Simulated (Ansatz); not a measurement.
**Worked example: BH2(CH3) + Cd(CH3)(NH2) → BH2(NH2) + Cd(CH3)2**

Species: BH2(CH3), singlet; Cd(CH3)(NH2), singlet; BH2(NH2), singlet; Cd(CH3)2 (dimethylcadmium), singlet. The partners trade CH3 for NH2: B–CH3 and Cd–NH2 bonds give way to B–NH2 and Cd–CH3.

Shapes, held fixed at every level: PBE0-D4/def2-TZVP. Programs: Ansatz 0.2.0. Electronic energies: no zero-point or thermal term.

At CCSD(T)/def2-TZVPP; 1 Eh = 2625.50 kJ/mol:

| species | energy (Eh) |
| --- | --- |
| BH2(CH3) | -65.797563 |
| Cd(CH3)(NH2) | -263.265209 |
| BH2(NH2) | -81.891559 |
| Cd(CH3)2 | -247.221031 |

Work out ΔE of the reaction at this level.


1. Products less reactants: (-81.891559) + (-247.221031) − [(-65.797563) + (-263.265209)] = -0.049818 Eh = -130.8 kJ/mol.

Other levels give -141.3 (CCSD/def2-SVP) to -121.9 kJ/mol (HF/def2-TZVPP). No measured value is set beside it here. For atoms past krypton def2 sets carry core potentials with scalar relativity. Outer-core shells of Cd are correlated, in sets that cover them unevenly.
